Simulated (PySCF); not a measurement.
**Correlation energy of Sb (antimony, neutral)**

[Kr] 4d10 5s1 5p3 6s1, high-spin 6S determinant (an excited configuration). All numbers are calculated (PySCF 2.14, no relativity, point nucleus, in dyall-av3z (29s22p16d2f, 189 functions)). Frozen: [Kr] 4d10; 5 electrons correlated; the 94 highest virtual orbitals of each spin left out.

MP2 pair energies summed by pair of shells (mhartree):

```tsv
pair	energy	share (%)
5p-5p	-13.50	57.4
5p-6s	-6.98	29.7
5s-5p	-2.76	11.8
5s-6s	-0.27	1.1
```

Total MP2 correlation energy: -23.51 mhartree.

Same-spin part -23.51 and opposite-spin part 0.00 mhartree; SCS-MP2 scales them by 1/3 and 6/5 to -7.84 mhartree.
